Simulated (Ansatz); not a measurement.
## Match the barriers

Saddle point of Si₂H₇ClO₃F₂, closed shell (Si₂H₃ClOF₂ ([F][Si]([F])([Cl])[O][SiH3]) + H₂O + H₂O → SiHClOF₂ ([OH][Si]([F])([F])[Cl]) + SiH₄O ([OH][SiH3]) + H₂O; bonds formed: O2–H9, H7–O10; dative contacts that become bonds: Si1–O8; bonds broken: H7–O8, H9–O10), PBE0-D4/def2-TZVP structure:

```
15
angstrom
Si -1.2180 -0.1149 0.4122
O 0.1133 -0.1694 -0.6761
Si 0.6004 0.8933 -1.8863
F -1.1669 -1.7593 0.5466
F -2.7223 -0.1408 -0.1053
Cl -1.2675 2.0986 0.3269
H 0.7622 -0.8060 1.6813
O -0.5471 -0.0229 1.9745
H 0.9840 -0.8389 0.1098
O 1.4337 -1.2582 1.0350
H 1.3800 2.0169 -1.3245
H 1.4926 0.0631 -2.7351
H -0.5733 1.3418 -2.6594
H -0.4711 0.8944 2.2593
H 1.1998 -2.1980 1.0412
```

Program: Ansatz 0.2.0. Basis: def2-TZVPP, with def2-QZVPP for the basis limit. Cores are frozen in the correlated methods. Extrapolation: Hartree–Fock as exp(−7.88 √X), correlation as X^−2.97. Four methods, as single points on the PBE0-D4 structures, gave these electronic barriers from the start structure: 11.14, 12.87, 16.99, 25.64 kcal/mol.

Problem. The methods were, in alphabetical order, BHLYP-D4, HF, PBE-D4, PBE0-D4. Which gave which? (Judge from chemistry; the calculation decides.)

Solution. The calculation gives: PBE-D4 11.14; PBE0-D4 12.87; BHLYP-D4 16.99; HF 25.64 kcal/mol. For comparison, CCSD(T) at an estimated basis limit (MP2 extrapolated from triple and quadruple zeta, plus CCSD(T) − MP2 in triple zeta) gives 15.56 kcal/mol.

T1 diagnostic: at most 0.012.

Labels in which every atom is bracketed show which atoms are joined, not bond orders.

For scale, one of the runs: CCSD(T)/def2-TZVPP, 379 basis functions, launched by `ansatz run in.yaml --threads 4 --pin off --events-out ev --progress --plain --max-ram 66560MiB --backend cuda --devices 0, --max-vram 37GiB`. Time: 31 s of wall clock on 4 CPU threads of an AMD EPYC 7R13 and a share of one NVIDIA H100; the host was shared. Peak host memory: 0.92 GiB.
